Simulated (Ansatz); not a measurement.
Input file for Ansatz (an electronic-structure program): U-CCSD(T)/def2-TZVPP on K2, 2S+1 = 3, a spin state set in the input, which need not be the lowest, a point of a bond scan (R = 5.454 Å).

Ansatz 0.2 input:
```yaml
crystal:
  periodic: [false, false, false]
  atoms:
    - {symbol: K, position_ang: [0.00000000, 0.00000000, 0.00000000]}
    - {symbol: K, position_ang: [0.00000000, 0.00000000, 5.45351400]}
basis:
  gaussian:
    orbitals: def2-TZVPP
magnetization: {spin_polarized: true, initial_magnetization: 2}
correlation: {method: ccsd_t, electrons: valence}
output: {orbitals: {seedname: ./end}}
```

The log:

```
WARN ansatz: RAYON_NUM_THREADS=1 ignored (pool sized by the plan → 1); use --threads N
Functional definition: HF
integrals: 0.06 GiB planned
648 factors; integrals over basis functions are off by at most 4.6e-4 eV
mean field: 0.17 GiB planned
mean field evaluation 1: about -32607.5153 eV, gradient 7.7e-1 eV
mean field evaluation 2: about -32607.5156 eV, gradient 7.6e-1 eV
mean field evaluation 4: about -32607.5571 eV, gradient 1.3e-1 eV
mean field evaluation 8: about -32607.5579 eV, gradient 1.6e-5 eV
mean field evaluation 16: about -32607.4782 eV, gradient 1.1e0 eV
mean field evaluation 32: about -32606.3344 eV, gradient 2.6e-2 eV
mean field evaluation 64: about -32605.3435 eV, gradient 5.3e-2 eV
mean field evaluation 96: about -32605.0349 eV, gradient 4.2e-3 eV
mean field -32607.55785474 eV, -1198.3056489652 hartree, gradient 1.9e-6 eV, S^2 2.000351; 9 other end points of the search recorded, 0 dependent functions left out
determinant -32607.55785474 eV, -1198.3056489652 hartree, with singles and doubles -32616.85954544 eV, -1198.6474797936 hartree
determinant -32606.33445839 eV, -1198.2606899787 hartree, with singles and doubles -32615.57430081 eV, -1198.6002479246 hartree
determinant -32606.24054044 eV, -1198.2572385574 hartree, with singles and doubles -32615.50014875 eV, -1198.5975228866 hartree
determinant -32605.51145853 eV, -1198.2304452913 hartree, with singles and doubles -32614.73216767 eV, -1198.5693001022 hartree
determinant -32605.34248402 eV, -1198.2242355930 hartree, with singles and doubles -32614.74886252 eV, -1198.5699136268 hartree
determinant -32605.17942122 eV, -1198.2182431455 hartree, with singles and doubles -32614.64778776 eV, -1198.5661991978 hartree
10 core orbitals not correlated
reference -32607.55785474 eV, -1198.3056489652 hartree; 10, 8 occupied and 46, 48 virtual orbitals, 648 factors
second order -8.69488835 eV of doubles, -0.00000000 eV of singles
coupled cluster: 0.22 GiB planned
cycle   1  -9.32165316 eV  change   -2.6e-1 eV  update   2.0e-2
cycle   2  -9.33754532 eV  change   -1.6e-2 eV  update   7.8e-3
cycle   3  -9.33806127 eV  change   -5.2e-4 eV  update   2.8e-3
cycle   4  -9.33786552 eV  change    2.0e-4 eV  update   7.8e-4
cycle   5  -9.33783229 eV  change    3.3e-5 eV  update   2.6e-4
cycle   6  -9.33782777 eV  change    4.5e-6 eV  update   9.5e-5
cycle   7  -9.33781634 eV  change    1.1e-5 eV  update   2.7e-5
cycle   8  -9.33780996 eV  change    6.4e-6 eV  update   9.1e-6
perturbative correction -0.11709690 eV, -0.0043032317 hartree
Total energy: -32617.01276160 eV, -1198.6531103835 hartree
```

Self-consistency was reached.

Cost: about 27 core-seconds (a rough figure).
